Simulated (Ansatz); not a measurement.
# Worked example: a bond strength in TaF5 (tantalum pentafluoride)

TaF5: 6 atoms, total charge 0, spin state singlet. SMILES: `F[Ta](F)(F)(F)F`. The shape was relaxed beforehand at B3LYP/def2-SVP.

```xyz
6

F    -1.0379   -1.2997    0.8974
Ta    0.0001   -0.0001    0.0000
F     1.5559   -0.8694    0.5406
F    -0.8135   -0.4620   -1.6103
F     1.0380    1.2997   -0.8972
F    -0.7427    1.3315    1.0695
```

Wanted: the dissociation energy of the Ta2–F1 bond into doublet TaF4 and doublet F (shapes relaxed at B3LYP/def2-SVP, no zero-point term). 1 Eh = 2625.50 kJ/mol = 27.2114 eV. Totals in Eh; open shells run unrestricted unless said.

| level | program | TaF5 | doublet TaF4 | doublet F |
| --- | --- | --- | --- | --- |
| PBE0-D4/def2-SVP (core potential) | Ansatz | -555.701427 | -455.935046 | -99.549058 |
| wB97M-V/def2-SVP (core potential) | Ansatz | -555.976352 | -456.138997 | -99.614309 |
| CCSD(T)/def2-SVP (core potential), 5 core orbitals frozen | Ansatz | -554.740373 | -455.093617 | -99.434717 |

**Question.** Work out the dissociation energy at each level.

**Answer.** 
1. PBE0-D4/def2-SVP (core potential): (-455.935046) + (-99.549058) − (-555.701427) = 0.217323 Eh = 570.6 kJ/mol = 5.91 eV.
2. wB97M-V/def2-SVP (core potential): (-456.138997) + (-99.614309) − (-555.976352) = 0.223046 Eh = 585.6 kJ/mol = 6.07 eV.
3. CCSD(T)/def2-SVP (core potential): (-455.093617) + (-99.434717) − (-554.740373) = 0.212039 Eh = 556.7 kJ/mol = 5.77 eV.

The levels span 557 to 586 kJ/mol; no measured value is set beside them. A bond enthalpy at 298 K also holds the loss of zero-point energy and thermal terms.
